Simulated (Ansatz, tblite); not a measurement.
Cost and result up the ladder for the cluster Hg3⁺ (the lowest doublet isomer of a short search) (3 atoms). Charge 1, multiplicity 2. Geometry: PBE/def2-TZVP.

```csv
atom,x (Å),y (Å),z (Å)
Hg1,0.003,-0.004,0.001
Hg2,1.405,1.547,1.978
Hg3,-1.409,-1.543,-1.979
```

Ansatz on 4 threads of Arm Neoverse V1 on a shared host; xTB runs through tblite on one thread. Times are rough, summed over both states, and most runs start from the orbitals of an earlier one. ωB97M-V/def2-TZVP serves as the yardstick here, not as an exact answer. Differences are given only for rows in sets of like size (and for xTB, whose basis is part of the method), since another set adds its own error. The other state is a quartet at its own geometry.

In the def2 sets Hg takes a core potential; there is no spin–orbit coupling. The xTB rows come from tblite. LC-ωPBE has ω = 0.4 bohr⁻¹. B3LYP takes the VWN-RPA correlation. Correlated methods freeze no core orbitals; core or outer-core shells of Hg are correlated, in sets that lack core-valence functions. The rows differ in basis, and correlated rows in double-zeta sets carry the largest basis error. The structure comes from a short search, and lower isomers may exist.

Correlated methods converge slowly with the basis, most of all in double-zeta sets (MP2 moves by -0.26 eV from def2-SVP to def2-TZVP here).

xTB has no spin-polarisation term.

| level | functions | wall time | quartet − doublet (eV) | difference from ωB97M-V/def2-TZVP (eV) | remarks |
| --- | --- | --- | --- | --- | --- |
| GFN1-xTB | 12 | 0.002 s | 8.38 | 3.45 | – |
| GFN2-xTB | 12 | 0.004 s | 8.89 | 3.96 | – |
| LDA (SPW92)/def2-TZVP | 129 | 2.2 s | 5.48 | 0.55 | – |
| MP2/def2-TZVP | 129 | 4.1 s | 5.42 | 0.49 | spin-contaminated (⟨S²⟩ 0.86) (doublet) |
| PBE/def2-TZVP | 129 | 4.4 s | 5.11 | 0.18 | – |
| B3LYP/def2-TZVP | 129 | 7.2 s | 5.07 | 0.14 | – |
| LC-ωPBE/def2-TZVP (with forces) | 129 | 9.3 s | 4.73 | -0.20 | – |
| RPA@PBE/def2-TZVP | 129 | 9.6 s | 5.07 | 0.14 | – |
| r2SCAN/def2-TZVP | 129 | 11 s | 5.05 | 0.12 | – |
| r2SCANh/def2-TZVP | 129 | 12 s | 4.99 | 0.06 | – |
| PBE0/def2-TZVP | 129 | 23 s | 4.93 | 0.00 | – |
| ωB97M-V/def2-TZVP | 129 | 26 s | 4.93 | 0.00 | – |
| CCSD(T)/def2-SVP | 96 | 45 s | 5.34 | – | spin-contaminated (⟨S²⟩ 0.83) (doublet) |
